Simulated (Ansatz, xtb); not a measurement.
# Relaxing a trial structure of BGaH6Si

The starting geometry of this gas-phase singlet was built from a drawn formula by distance geometry; its bonds are those of `B[SiH2][GaH2]`.

```json
{"atom": "B", "x (Å)": "-0.0817", "y (Å)": "0.8814", "z (Å)": "1.6579"}
{"atom": "Ga", "x (Å)": "-1.5954", "y (Å)": "-0.2324", "z (Å)": "-1.0338"}
{"atom": "Si", "x (Å)": "-1.6632", "y (Å)": "1.3712", "z (Å)": "0.6839"}
{"atom": "H", "x (Å)": "-0.0928", "y (Å)": "-0.0141", "z (Å)": "2.4749"}
{"atom": "H", "x (Å)": "1.0207", "y (Å)": "1.0397", "z (Å)": "1.1902"}
{"atom": "H", "x (Å)": "-1.7424", "y (Å)": "2.7946", "z (Å)": "0.5003"}
{"atom": "H", "x (Å)": "-2.8149", "y (Å)": "0.9872", "z (Å)": "1.4946"}
{"atom": "H", "x (Å)": "-1.8679", "y (Å)": "0.0093", "z (Å)": "-2.3935"}
{"atom": "H", "x (Å)": "-0.9811", "y (Å)": "-1.6248", "z (Å)": "-0.6624"}
```

**Question.** Predict what it relaxes into with r2SCAN-D4/def2-SVP.

**Answer.** It keeps its bonds, and is `B[SiH2][GaH2]`. Distances that change by over a tenth: Ga2–H8 (1.41 → 1.57 Å).

The energy falls by 0.59 eV over 28 steps:

```json
{"step": "1", "E − E(last) (eV)": "0.591"}
{"step": "4", "E − E(last) (eV)": "0.013"}
{"step": "7", "E − E(last) (eV)": "0.006"}
{"step": "10", "E − E(last) (eV)": "0.005"}
{"step": "13", "E − E(last) (eV)": "0.003"}
{"step": "16", "E − E(last) (eV)": "0.002"}
{"step": "19", "E − E(last) (eV)": "0.001"}
{"step": "22", "E − E(last) (eV)": "0.000"}
{"step": "25", "E − E(last) (eV)": "0.000"}
{"step": "28", "E − E(last) (eV)": "0.000"}
```

Final geometry (Å):

```tsv
atom	x (Å)	y (Å)	z (Å)
B	0.0666	0.9033	1.5993
Ga	-1.5644	-0.2987	-0.9740
Si	-1.7296	1.2694	0.8789
H	0.2481	-0.0128	2.3657
H	1.0326	1.4874	1.1681
H	-1.9642	2.6289	0.2990
H	-2.8962	0.8483	1.7171
H	-1.0098	0.1782	-2.3609
H	-2.0019	-1.7918	-0.7810
```

From the same start GFN2-xTB ends elsewhere, differing in B1–Ga2 (2.19 against 3.28 Å here), Ga2–Si3 (2.87 against 2.43 Å here).

No frequencies were run, so the end isn't proven a minimum. Run with Ansatz 0.2.0, 55 s on 2 threads of Intel(R) Xeon(R) Platinum 8259CL CPU @ 2.50GHz (Skylake/Cascade Lake), on a shared host.
